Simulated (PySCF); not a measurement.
formamidinium (CH5N2), SMILES C(=[NH2+])N, charge +1.

Coordinates come from a PBE-D3(BJ)/def2-TZVP optimisation. The values are those of a single conformer.

Two levels are set side by side: PBE/def2-TZVPD (PySCF) and CAM-B3LYP/def2-TZVPD (PySCF). Same geometry, gas phase. Differences are taken from unrounded values.

```csv
quantity,CAM-B3LYP
orbital gap (eV),10.60
highest occupied level (eV),-15.74
lowest empty level (eV),-5.14
mean polarisability (bohr³),27.0
```

Question: What does PBE give, and how far is it from CAM-B3LYP? (Estimate from the structure and the level; the computed values follow.)

Answer: 
```json
[
 {"quantity": "orbital gap (eV)", "PBE": "5.60", "PBE minus CAM-B3LYP": "-5.00"},
 {"quantity": "highest occupied level (eV)", "PBE": "-13.01", "PBE minus CAM-B3LYP": "2.73"},
 {"quantity": "lowest empty level (eV)", "PBE": "-7.41", "PBE minus CAM-B3LYP": "-2.27"},
 {"quantity": "mean polarisability (bohr³)", "PBE": "27.5", "PBE minus CAM-B3LYP": "0.5"}
]
```

Without exact exchange PBE keeps part of each electron's self-repulsion, which lifts occupied levels and narrows the gap. Differences between two approximate levels are no errors against the true value.

Rough cost on one machine, each run with all the roots and properties that it gave: CAM-B3LYP against PBE within a factor of 2.
